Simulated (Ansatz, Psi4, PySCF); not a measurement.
Ge2, triplet, at a GFN2-xTB geometry, atoms displaced at random by about 0.08 Å a coordinate. Base run: PySCF with R2SCAN/6-31G, gradient.

The PySCF input:
```python
from pyscf import gto, scf, dft

mol = gto.M(
    atom='''
Ge   -0.030956   -0.123857   -1.162103
Ge    0.159243    0.029198    1.202518
''',
    basis='6-31g',
    charge=0,
    spin=2,
    verbose=3,
)

mf = dft.UKS(mol)
mf.xc = 'r2scan'
mf.kernel()
g = mf.nuc_grad_method()
grad = g.kernel()
```

Programs used: Ansatz (a program for electronic structure), Psi4, PySCF; a row that names a program was run with it.

The coordinate followed is x of atom 1.

Each row names what was changed in the base input (with any setting that the change needs).

| change | dE/dx (Eh/bohr) | net force (Eh/bohr) |
|---|---|---|
| base | 0.001189 | 0.000000 |
| conv_tol = 1e-4 | 0.001197 | 0.000000 |
| finite difference step (bohr) = 0.2; conv_tol = 1e-11 | 0.001139 | - |
| density fitting = on; auxbasis_response = off | 0.001188 | 0.000000 |
| finite difference step (bohr) = 1e-3; conv_tol = 1e-11 | 0.001176 | - |
| finite difference step (bohr) = 1e-5; conv_tol = 1e-11 | 0.001176 | - |
| grid_response = on | 0.001176 | 0.000000 |
| code = psi4 | 0.001160 | 0.000000 |
| conv_tol = 1e-6 | 0.001188 | 0.000000 |
| grids.level = 5; grid_response = on | 0.001179 | 0.000000 |
| code = ansatz | 0.001173 | 0.000000 |
| grids.level = 0; grid_response = off | 0.002038 | 0.000000 |

The net force is zero for an exact gradient.

Open shells are given as the SCF converged; they aren't shown to be the lowest states, and a large step between rows can be another state.
